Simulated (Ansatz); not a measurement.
`C[O][Ti]1234([NH2])([N](C)C)[C@H]5[C@@H]1[C@@H]2[C@@H]3[C@H]54` and `C[O][Zr]1234([NH2])([N](C)C)[C@H]5[C@@H]1[C@@H]2[C@@H]3[C@H]54` differ in one element.

Ansatz, PBE0-D4/def2-TZVP geometries, multiplicity 1. Each molecule was computed in one conformer, which needn't be the lowest.

Elements past krypton have def2 core potentials. Scalar relativity is left out up to krypton.

| property | `C[O][Ti]1234([NH2])([N](C)C)[C@H]5[C@@H]1[C@@H]2[C@@H]3[C@H]54` |
| --- | --- |
| HOMO energy (B3LYP/def2-TZVPP) / eV | -5.75 |
| HOMO energy (ωB97M-V/def2-TZVPP) / eV | -8.11 |
| size of the dipole moment (B3LYP/def2-TZVPP) / D | 1.18 |
| HOMO energy (PBE0/def2-TZVPP) / eV | -5.93 |
| size of the dipole moment (PBE/def2-TZVPP) / D | 1.30 |
| LUMO energy (ωB97M-V/def2-TZVPP) / eV | 1.24 |

Task: Give the same properties after the change, and the shifts. (An estimate is asked.)

Result: The calculation gave: 
```csv
property,`C[O][Zr]1234([NH2])([N](C)C)[C@H]5[C@@H]1[C@@H]2[C@@H]3[C@H]54`,shift
HOMO energy (B3LYP/def2-TZVPP) / eV,-5.54,0.21
HOMO energy (ωB97M-V/def2-TZVPP) / eV,-7.93,0.18
size of the dipole moment (B3LYP/def2-TZVPP) / D,0.51,-0.67
HOMO energy (PBE0/def2-TZVPP) / eV,-5.72,0.21
size of the dipole moment (PBE/def2-TZVPP) / D,0.45,-0.85
LUMO energy (ωB97M-V/def2-TZVPP) / eV,1.22,-0.02
```

With PBE0 the HOMO rises by 0.21 eV and the LUMO rises by 0.78 eV, so the gap widens by about 0.57 eV. PBE moves the HOMO by 0.25 eV and ωB97M-V by 0.18 eV. Dipoles are sizes alone; their direction can turn.

B3LYP here is the variant with VWN-RPA as its local correlation; programs differ in this.

Positive LUMOs are unbound, so they and the gaps depend on the basis.
